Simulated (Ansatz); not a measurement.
Reaction (formal exchange of groups at a C–C bond): `C[CH2][Mg][Br]` + `B1O[SiH2]1` → `CB1O[SiH2]1` + `[CH3][Mg][Br]`

Isolated molecules relaxed with PBE0-D4/def2-TZVP in Ansatz; ΔE leaves out vibrations. CBS: MP2 limit from def2 TZ/QZ plus the TZ coupled-cluster correction, frozen cores. DFT in def2-TZVPP. For Br, Mg outer-core shells are correlated without core-valence functions, which leaves a few kJ/mol of doubt a bond. Scalar relativity is left out up to krypton. One conformer a species, not always the lowest.

```tsv
level	ΔE (eV)
B97M-V	-0.97
MP2/def2-TZVPP	-0.86
HF/def2-QZVPP	-0.83
MP2/CBS(def2)	-0.86
```

(1) What does CCSD(T)/CBS give? (An estimate is asked.)

Largest T1 diagnostic among the species: 0.017.

## Answers

(1) Ansatz gave: -0.84 eV. The listed levels differ from it by -0.13, -0.02, 0.01, -0.02 eV.

At CCSD(T), def2-SVP lies +0.08 eV from the extrapolated value and def2-TZVPP +0.00 eV. Leaving LDA and LC-ωPBE aside and taking each functional with its dispersion term where it has one, the values, not all of them listed here, spread over 0.12 eV, from B97M-V to ωB97X-V. LDA lies −0.04 eV from PBE without D4.
